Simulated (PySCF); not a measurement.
# Structure elucidation problem

The spectra below were simulated for a compound C$_{4}$H$_{8}$O$_{2}$Si$_{2}$.

$^{1}$H NMR (300 MHz, computed): δ 6.21 (br s, 1H), 4.31 (m, 1H), 4.24 (m, 1H), 3.76 (m, 3H), 3.41 (m, 1H), 1.82 (d, 1H).

$^{13}$C{$^{1}$H} NMR (computed): δ 181.9 (C), 83.6 (C), 80.0 (CH), 23.1 (CH).

- geometry from GFN2-xTB
- GIAO PBE0/pcSseg-1 shieldings
- code: PySCF 2.14.0 with density-fitted response routines
- a single conformation, no solvent, fast rotation and ring inversion assumed for equivalent nuclei, non-relativistic Hamiltonian

δ = σ(ref) − σ, references computed at the same level: $^{1}$H, $^{13}$C vs TMS.

**Question.** What is the structure?

**Answer.** 
Rings plus π bonds: 3 (no ring in the answer). 4 carbon signals for 4 carbons: no two carbons are equivalent. Carbon types of the structure: 2 × C, 2 × CH, leaving 6 H on heteroatoms. δC 181.9: carboxylic acid carbon; it is a carbonyl in resonance with an O or N lone pair, the region of acids, esters and amides. δC 83.6: alkyne carbon; the triple bond shields along its axis, which puts it between sp3 and sp2 carbons. δC 80.0: terminal alkyne carbon; sp carbons lie upfield of alkene carbons because the cylindrical π system leaves one tensor component strongly shielded. δC 23.1: sp3 CH bonded to Si, α to a carbonyl; α to the electron-withdrawing carbonyl group. δH 6.21: hydrogen on an acid hydroxyl oxygen; exchangeable; this is the value without hydrogen bonding to other molecules. δH 3.76: hydrogen on a silicon bonded to Si. δH 1.82: hydrogen on a terminal alkyne carbon; it lies on the axis of the triple bond, in its shielding cone.

The compound is `C#C[C@H]([SiH2][SiH3])C(=O)O`.

This is the structure that produced the data.

OH and NH positions are those of a molecule without intermolecular hydrogen bonds; in solution they move with solvent, concentration and temperature, and exchange usually removes their couplings. Shifts are as computed. Against solution values, carbons near 30 ppm lie about +3 ppm off and those near 130 ppm about +5 ppm. Of 1211 compounds with measured shifts, 218 miss one by over three times the rms of a fit or turn the order of signals round; such compounds aren't used in these exercises. The C=O carbon of an acid or of an amide with N–H lies up to 10 ppm further downfield in solution, through hydrogen bonding that the calculation lacks. No couplings were computed; multiplicities are counted from neighbouring protons, with m where these are inequivalent, close in shift, in a saturated or five-membered ring or joined by F or P, and br s for small geminal =CH2 splittings.
